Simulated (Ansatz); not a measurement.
```
atom    x (Å)    y (Å)    z (Å)
   C   0.0000   0.0000   0.0000
   C   1.1691   0.6750   0.0000
   C   2.4249  -0.0500   0.0000
   C   3.5940   0.6250   0.0000
   C   4.8497  -0.1000   0.0000
   C   5.4343  -0.4375   1.1691
   C   6.6901  -1.1625   1.1691
   C   7.2746  -1.5000   2.3383
   H   0.0000  -1.0900   0.0000
   H  -0.9440   0.5450   0.0000
   H   1.1691   1.7650   0.0000
   H   2.4249  -1.1400   0.0000
   H   3.5940   1.7150   0.0000
   H   5.3217  -0.3725  -0.9440
   H   4.9623  -0.1650   2.1131
   H   7.1620  -1.4350   0.2252
   H   6.8026  -1.2275   3.2822
   H   8.2186  -2.0450   2.3383
```

Basis set: def2-SVP. Charge 0. Computed with Ansatz (development build ahead of 0.2.0); the lowest solution found for each multiplicity.

(1) How do the multiplicities compare at this shape? Give, from the lowest of each method, PBE0 (restricted) for 1, 3; PBE0 (unrestricted) for 1, 3; HF (unrestricted) for 1, 3; HF (restricted) for 1, 3.

Answers

(1)

```
            method  multiplicity  E (eV)  <S²>
  PBE0, restricted             1   0.000  0.00
  PBE0, restricted             3   3.130  2.00
PBE0, unrestricted             1   0.000  0.00
PBE0, unrestricted             3   3.052  2.01
  HF, unrestricted             1   0.000  0.92
  HF, unrestricted             3   2.515  2.67
    HF, restricted             1   0.000  0.00
    HF, restricted             3   2.836  2.00
```

Caution for HF, unrestricted: the unrestricted determinant is a mixture of spin states.
